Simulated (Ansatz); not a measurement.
Se₂S⁺. Charge 1, multiplicity 2. Geometry PBE0-D4/def2-TZVP, basis def2-TZVP, Ansatz.

```tsv
atom	x (Å)	y (Å)	z (Å)
S1	0.9793	-0.7801	0.2191
Se2	-0.4727	0.5953	1.0047
Se3	-0.5066	0.1847	-1.2238
```

| run | HOMO (eV) | LUMO (eV) |
| --- | --- | --- |
| A | -14.71 | -8.59 |
| B | -11.47 | -11.26 |
| C | -14.58 | -8.58 |
| D | -11.67 | -11.22 |
| E | -12.50 | -10.54 |
| F | -15.05 | -8.40 |

LC-ωPBE has ω = 0.4 bohr⁻¹. The structure comes from a short search, and lower isomers may exist.

HOMO and LUMO are taken over both spins.

Problem. The runs used LC-ωPBE, PBE, PBE0, r2SCAN, ωB97M-V, ωB97X-V. Estimate which is which.

Solution. A ωB97X-V (range-separated); B PBE (0 % exact exchange); C ωB97M-V (range-separated); D r2SCAN (0 % exact exchange); E PBE0 (25 % exact exchange); F LC-ωPBE (range-separated). Exact exchange lowers occupied and raises empty levels; among semilocal functionals meta-GGAs tend to open the gap a little, and such runs are hard to tell apart. The gap grows from 0.21 eV (PBE) to 6.65 eV (LC-ωPBE).
